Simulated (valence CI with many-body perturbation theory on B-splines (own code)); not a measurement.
The numbers below are computed, except where a source is named.
# Yb³⁰⁺: magnetic and hyperfine properties of the levels

Method: relativistic CI+MBPT: four valence electrons over a frozen Dirac-Fock core [Kr], a basis of 9 s, 9 p, 10 d, 8 f, 5 g, 3 h, 1 i functions for each j, with the one-electron correlation potential Σ1, the two-electron term Σ2, the three-electron term Σ3, Breit, model QED; selected CI, second order for the rest (own B-spline code, finite nucleus).

The last digits are not significant, and no measured levels were compared; by estimate large intervals hold to a few tenths of a per cent, small ones and those within an open d or f shell to about a per cent. Only levels of the ground parity were solved; by the run's estimate the other parity begins above the list, which can be wrong where configurations are misplaced.

A/g_I is the dipole constant over the nuclear g factor μ/I (μ in nuclear magnetons, uniformly magnetised nucleus), B/Q the quadrupole constant per barn. Both hold the static response of the core; the bare values leave it out. Large factors of s and p1/2 electrons are usually good to 5 to 10 %; those of open d and f shells near neutrality can be off by tens of per cent, and small factors of p3/2, d and f electrons come from cancelling terms and can be off by a factor of two or in sign, in half-filled shells by more. B is blank for J = 1/2, where it vanishes, and for nearly pure S terms. Energies count from the lowest level. Levels with J = 0 are left out.

Levels are named by their leading jj configuration (3d3/2^4 stands for four electrons in 3d with j = 3/2), which in mixed levels can hold well under half, so a name can repeat and another be missing. Letters in brackets count levels of one name in rising energy.

| Level | E (eV) | g | A/g_I (MHz) | A/g_I bare | B/Q (MHz/b) | B/Q bare |
| --- | --- | --- | --- | --- | --- | --- |
| (4d3/2^3 4d5/2) J=1 | 9.912 | 1.497 | -1640 | -783 | 4180 | 4000 |
| (4d3/2^3 4d5/2) J=2 | 14.151 | 1.299 | 6310 | 6720 | 8280 | 7950 |
| (4d3/2^3 4d5/2) J=4 | 14.392 | 1.097 | 11700 | 11600 | 106 | 18.6 |
| (4d3/2^3 4d5/2) J=3 | 15.578 | 1.197 | 9700 | 9880 | 5620 | 5380 |
| (4d3/2^2 4d5/2^2) J=2 [a] | 24.129 | 1.149 | 5270 | 5390 | 8270 | 7960 |
| (4d3/2^2 4d5/2^2) J=4 [a] | 24.170 | 1.159 | 9330 | 9440 | -4840 | -4700 |
| (4d3/2^2 4d5/2^2) J=3 [a] | 24.756 | 1.118 | 8500 | 8540 | 1850 | 1770 |
| (4d3/2^2 4d5/2^2) J=5 | 26.448 | 1.082 | 10800 | 10800 | 10300 | 9900 |
| (4d3/2^2 4d5/2^2) J=1 | 27.411 | 1.153 | 11700 | 11800 | 819 | 765 |
| (4d3/2^2 4d5/2^2) J=6 | 27.670 | 1.084 | 11400 | 11400 | 12400 | 11900 |
| (4d3/2^2 4d5/2^2) J=4 [b] | 29.139 | 1.032 | 12400 | 12300 | -4100 | -3900 |
| (4d3/2^2 4d5/2^2) J=3 [b] | 29.174 | 1.110 | 11900 | 11900 | 3630 | 3490 |
| (4d3/2^2 4d5/2^2) J=2 [b] | 29.532 | 1.102 | 10800 | 10800 | 3900 | 3740 |
| (4d3/2^2 4d5/2^2) J=2 [c] | 33.779 | 1.008 | 14900 | 14700 | -1380 | -1340 |
| (4d3/2^2 4d5/2^2) J=4 [c] | 34.657 | 1.227 | 7840 | 8090 | 16500 | 15800 |
| (4d3/2 4d5/2^3) J=3 [a] | 38.186 | 1.156 | 6610 | 6740 | 1380 | 1350 |
| (4d3/2 4d5/2^3) J=4 [a] | 38.419 | 1.115 | 8440 | 8470 | -5530 | -5330 |
| (4d3/2^2 4d5/2^2) J=2 [d] | 38.736 | 1.217 | 9440 | 9660 | -4080 | -3880 |
| (4d3/2 4d5/2^3) J=1 [a] | 39.877 | 0.900 | 12100 | 11700 | 4850 | 4640 |
| (4d3/2 4d5/2^3) J=5 | 40.113 | 1.145 | 9290 | 9370 | -7040 | -6780 |
| (4d3/2 4d5/2^3) J=6 | 40.626 | 1.077 | 10800 | 10700 | 14500 | 14000 |
| (4d3/2 4d5/2^3) J=2 [a] | 43.026 | 1.041 | 12300 | 12100 | 9920 | 9490 |
| (4d3/2 4d5/2^3) J=3 [b] | 43.651 | 1.089 | 10500 | 10500 | 4430 | 4300 |
| (4d3/2 4d5/2^3) J=3 [c] | 48.296 | 1.062 | 11600 | 11500 | 15600 | 14900 |
| (4d3/2 4d5/2^3) J=1 [b] | 48.332 | 1.440 | 1600 | 2310 | -7190 | -6890 |
| (4d3/2 4d5/2^3) J=4 [b] | 49.016 | 1.041 | 11800 | 11700 | 14400 | 13900 |
| (4d3/2 4d5/2^3) J=2 [b] | 50.024 | 1.113 | 10600 | 10600 | -15700 | -15000 |
| (4d5/2^4) J=4 | 54.261 | 1.160 | 7840 | 7960 | -13600 | -13100 |
| (4d5/2^4) J=2 | 58.354 | 1.046 | 8870 | 8760 | 5070 | 4860 |

Question: Take the isotope of mass number 171, with I = 1/2, μ = 0.4923 μN. What is the hyperfine structure of (4d3/2^3 4d5/2) J=3?

Answer: From the table A = 9550 MHz. Shifts from the centre of gravity in MHz: F = 5/2: -19100, F = 7/2: 14300.
